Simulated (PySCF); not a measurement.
(E)-1-bromo-1-fluoroprop-1-ene (C3H4BrF), SMILES F/C(Br)=C\C. Geometry optimised at PBE-D3(BJ)/def2-SVP.

Computed equilibrium geometry at PBE-D3(BJ)/def2-SVP (PySCF confirms it by a frequency run) as bond lengths and angles, and its point group:
point group Cs.
Atoms: C1 C2 C3 F4 Br5 H6 H7 H8 H9. Bond lengths (Å): C1–C2 1.499, C1–H6 1.111, C1–H7 1.106, C1–H8 1.111, C2–C3 1.344, C2–H9 1.100, C3–F4 1.338, C3–Br5 1.895. Bond angles (°): C2–C1–H6 111.0, C2–C1–H7 111.7, C2–C1–H8 111.0, H6–C1–H7 108.2, H6–C1–H8 106.6, H7–C1–H8 108.2, C1–C2–C3 123.7, C1–C2–H9 119.4, C3–C2–H9 116.9, C2–C3–F4 123.2, C2–C3–Br5 124.5, F4–C3–Br5 112.4.
Charge 0, spin multiplicity 1.
